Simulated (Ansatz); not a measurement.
Isolated molecules relaxed with PBE0-D4/def2-TZVP in Ansatz; ΔE leaves out vibrations. CCSD(T)/CBS adds triple-zeta CCSD(T) − MP2 to the extrapolated MP2 energy (def2 sets, frozen cores). Functionals use def2-TZVPP. B3LYP here is the variant with VWN-RPA as its local correlation; programs differ in this. For Ge, Li outer-core shells are correlated without core-valence functions, which leaves a few kJ/mol of doubt a bond. Scalar relativity is left out up to krypton. Each species was taken in one conformer, which may not be the lowest.

Reaction (substitution at a C–S bond): `[Li][S]C` + `C[S][Ge][SH]` → `C[S][Ge][S]C` + `[Li][SH]`

| level | ΔE (kJ/mol) | difference from CCSD(T)/CBS |
| --- | --- | --- |
| PBE-D4 | -30.1 | 1.9 |
| PBE0-D4 | -30.2 | 1.8 |
| ωB97X-V | -29.1 | 2.9 |
| ωB97M-V | -29.3 | 2.7 |
| B2PLYP | -27.9 | 4.1 |
| PBE | -26.6 | 5.4 |
| r2SCAN | -31.2 | 0.8 |
| B3LYP | -24.5 | 7.5 |
| MP2/def2-TZVPP | -33.0 | -1.0 |
| SCS-MP2/def2-TZVPP | -29.9 | 2.1 |
| CCSD/def2-TZVPP | -29.1 | 2.9 |
| CCSD(T)/def2-TZVPP | -30.9 | 1.1 |
| HF/def2-QZVPP | -22.8 | 9.2 |
| SCS-MP2/def2-QZVPP | -30.3 | 1.7 |
| MP2/CBS(def2) | -34.1 | -2.1 |
| CCSD/CBS(def2) | -30.3 | 1.7 |
| CCSD(T)/CBS | -32.0 | 0 |

Largest T1 diagnostic among the species: 0.014.

The D4 term adds −5.6 kJ/mol with B3LYP and −3.2 kJ/mol with PBE0; it sums over pairs of atoms, weighted by their polarisabilities, and B3LYP, whose exchange is more repulsive, gets the larger term. In def2-TZVPP, CCSD(T) changes the Hartree–Fock value by −7.8 kJ/mol (the triples alone add −1.8 kJ/mol) and MP2 by −9.9 kJ/mol.
